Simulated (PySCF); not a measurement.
A structure optimised at PBE0-D3(BJ)/def2-SVP, used in a PySCF frequency run:

```xyz
10

Si     0.9130    -0.2975    -0.5290
O      1.8375    -0.6727     0.8023
S     -0.7872     0.9437    -0.1642
C     -1.9721    -0.2810     0.4837
H      0.4066    -1.5535    -1.1672
H      1.7969     0.4892    -1.4230
H      1.4484    -1.2564     1.4595
H     -2.0458    -1.1562    -0.1780
H     -1.7069    -0.6034     1.5004
H     -2.9520     0.2130     0.5216
```
Charge 0, spin multiplicity 1.

Question: Write its SMILES and formula.

Answer: CS[SiH2]O, CH₆OSSi

Question: What are its rotational constants (standard atomic weights)?

Answer: 8.2900, 2.5545, 2.2756 GHz
